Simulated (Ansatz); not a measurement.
A structure relaxed at r2SCAN-D4/def2-SVPD in Ansatz, charge -1, doublet:

Cartesian coordinates in Å:
```
Mg 2.2700 0.3611 1.7154
Mg -2.8885 1.1533 -2.5768
Mg -0.0344 0.8239 -2.2479
Mg -0.1849 -0.6121 0.3517
S -0.0479 0.1278 2.7242
S -1.7913 -0.7225 -1.4640
S 1.7357 0.6483 -0.7134
S 0.9414 -1.7799 2.2108
```

Problem. Give its formula.

Solution. the cluster Mg₄S₄⁻.

Problem. Summarise the bond lengths by kind (pairs closer than 1.2 times the sum of covalent radii, bridged metal pairs left out).

Solution. 10 × Mg–S 2.35 to 2.57 Å; 1 × S–S 2.21 Å.

The charge -1 doublet is spin-contaminated (final ⟨S²⟩ up to 0.99, 0.75 for a pure state). Another isomer (doublet) lies 2.68 eV lower at PBE0-D4/def2-TZVPD; other spin states weren't run for this one.
